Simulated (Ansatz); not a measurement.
Born–Oppenheimer molecular dynamics of AlClH2O2 (6 atoms, charge 0, multiplicity 1). It starts from a relaxed structure.

Level of theory: Ansatz 0.2.0, RKS PBE/STO-3G.

| Quantity | Value |
| --- | --- |
| ensemble | NVT, Langevin thermostat |
| time step | 1 fs |
| steps asked | 166 |
| set temperature | 100 K |
| friction | 0.005 /fs |
| seed | 397880 |

First frame:

```xyz
6
Properties=species:S:1:pos:R:3
Al -0.035 -0.299 -0.211
Cl 0.066 -0.307 1.893
O 1.382 -0.333 -1.170
H 2.154 -0.353 -0.484
O -1.537 -0.260 -1.030
H -2.240 -0.246 -0.275
```

Task: How far do the bonds stretch over the last three quarters of this one trajectory? (Pairs bonded in most of those frames.)

Result: 
```csv
bond,mean (Å),spread (Å),shortest,longest
Al1–Cl2,2.103,0.021,2.07,2.14
Al1–O3,1.712,0.015,1.68,1.74
Al1–O5,1.712,0.013,1.69,1.74
O3–H4,1.033,0.013,1.01,1.06
O5–H6,1.033,0.005,1.02,1.04
```

Mean temperature of the second half: 73 K. The mean temperature of the second half is 27 % below the set value. A run of 0.17 ps of so small a system gives no equilibrium averages. Limits of this set-up: minimal basis.

The run took 91 s on 1 thread of Intel(R) Xeon(R) 6975P-C (Granite Rapids), with other jobs on the host, peak memory 0.094 GiB.
